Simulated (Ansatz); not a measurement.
HfF4. The state is a triplet with charge 0. Geometry PBE0-D4/def2-SVP, that of the neutral singlet; atoms count from 1.

```csv
atom,x (Å),y (Å),z (Å)
Hf1,0.000,0.000,0.000
F2,-0.451,-0.903,1.614
F3,-0.436,-1.105,-1.488
F4,1.866,0.378,-0.015
F5,-0.978,1.629,-0.110
```

In the def2 sets Hf takes a core potential; there is no spin–orbit coupling. At PBE0-D4/def2-TZVP a singlet of charge 0 lies 9.44 eV below the triplet at the same geometry.

(1) Estimate the Mulliken populations from the PBE0/def2-TZVP orbitals of Ansatz.

(2) Where does the spin sit?

(3) And the Mayer bond orders between bonded heavy atoms (over 0.3)?

## Answers

(1) 
```
atom  charge (e)  spin (α − β)  d electrons
 Hf1        1.17          0.94         2.03
  F2       -0.29          0.26            –
  F3       -0.29          0.27            –
  F4       -0.29          0.26            –
  F5       -0.29          0.27            –
```
Mulliken values and Mayer orders depend strongly on the basis.

(2) Summed by element: Hf 0.94, F 1.06, of 2 unpaired in all. Largest on single atoms: Hf1 0.94, F5 0.27, F3 0.27.

(3) Hf1–F2 0.75 (1.90 Å); Hf1–F3 0.75 (1.90 Å); Hf1–F4 0.75 (1.90 Å); Hf1–F5 0.75 (1.90 Å).
